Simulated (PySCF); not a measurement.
Correlation energy of La²⁺ (lanthanum, charge +2)

[Xe] 6s1, 2S determinant (an excited configuration). Calculation: PySCF 2.14, in x2c-QZVPPall (16s10p9d6f2g, 151 functions); scalar relativity by spin-free X2C-1e. Frozen: [Kr] 4d10; 9 electrons correlated.

MP2 pair energies summed by pair of shells (mhartree):

```csv
pair,energy,share (%)
5p-5p,-130.72,64.2
5s-5p,-39.45,19.4
5p-6s,-24.94,12.2
5s-5s,-6.97,3.4
5s-6s,-1.70,0.8
```

Total MP2 correlation energy: -203.77 mhartree.

Same-spin part -51.49 and opposite-spin part -152.28 mhartree; SCS-MP2 scales them by 1/3 and 6/5 to -199.90 mhartree.
